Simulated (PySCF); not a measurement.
## Dipole response of Ba²⁺ (barium, charge +2)

[Xe], closed-shell 1S. Calculation: PySCF 2.14, in x2c-TZVPPall with one added diffuse shell each of s, p, d type (12s8p7d2f1g, 94 functions); scalar relativity by spin-free X2C-1e. Coupled (time-dependent) response in atomic units; α is the mean over directions.

| method | mean α (bohr³) | C₆ (like pair) | S(−4) |
| --- | --- | --- | --- |
| TPSSh | 10.52 | 76.67 | 14.33 |

S(−4) is the Cauchy moment in α(ω) = α(0) + S(−4) ω² + …

α(iu) at TPSSh:

```csv
u (hartree),α(iu) (bohr³)
0,10.52
0.0500,10.49
0.100,10.38
0.200,9.982
0.300,9.388
0.500,7.922
0.750,6.146
1.00,4.751
1.50,2.997
2.00,2.058
3.00,1.161
5.00,0.5325
```

A single London oscillator, α(iu) = α/(1 + u²/ω²), gives C₆ = (3/4) ω α². Matching the computed C₆ needs ω = 4 × 76.67 / (3 × 10.52²) = 0.924 hartree.

For an ion, C₆ is the dispersion term alone; charge-induced terms of lower order in 1/R come first.

Spin-orbit coupling, which splits the p, d and f shells strongly at this Z, is absent.
